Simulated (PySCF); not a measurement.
AsF3, SMILES F[As](F)F. The structure is a stationary point at ωB97X-D3(BJ)/def2-SVP.

Level of theory: PySCF with ωB97X-D3(BJ)/def2-SVP.

Harmonic wavenumbers (cm⁻¹): 259, 259, 337, 729, 729, 757. Rotational constants (GHz): 5.752, 5.752, 4.049; symmetry number 3.

### Question
Work out the zero-point energy and the ideal-gas rigid-rotor harmonic-oscillator thermochemistry at 298.15 K and 1 atm.

### Answer
ZPE = ½ Σ hcν = ½ × 3070 cm⁻¹ = 4.39 kcal/mol. H − E(el) = 7.77 kcal/mol. Entropy in cal/(mol K): translation 40.54, rotation 23.10, vibration 5.35, total 69.00. G − E(el) = -12.80 kcal/mol. Cp = 15.32 cal/(mol K).
